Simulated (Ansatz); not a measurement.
Mulliken charges of BF2H3Si (`FB(F)[SiH3]`) from B3LYP/def2-TZVPP in Ansatz (PBE0-D4/def2-TZVP geometry).

```tsv
atom	x (Å)	y (Å)	z (Å)	charge (e)
F1	1.871	-0.650	0.966	-0.219
B2	0.619	-0.825	0.587	0.514
F3	0.060	-1.970	0.931	-0.223
Si4	-0.418	0.586	-0.449	0.088
H5	0.487	1.646	-0.959	-0.056
H6	-1.423	1.196	0.463	-0.052
H7	-1.134	-0.052	-1.585	-0.052
```

**Question.** By hand: the dipole of these point charges (1 e Å = 4.8032 D).

**Answer.** Σ q r = (-0.036, 0.058, -0.045) e Å, of length 0.082 e Å = 0.39 D.

**Question.** How does the dipole of the full density compare? (Estimate.)

**Answer.** Computed: (-0.092, 0.136, -0.104) e Å, 0.93 D; the point charges give 0.42 times that, at 2° from its direction.

Point charges leave out the atoms' own dipoles, such as those of lone pairs, and Mulliken's split depends on the basis, so the two needn't agree.

B3LYP here is the variant with VWN-RPA as its local correlation; programs differ in this.
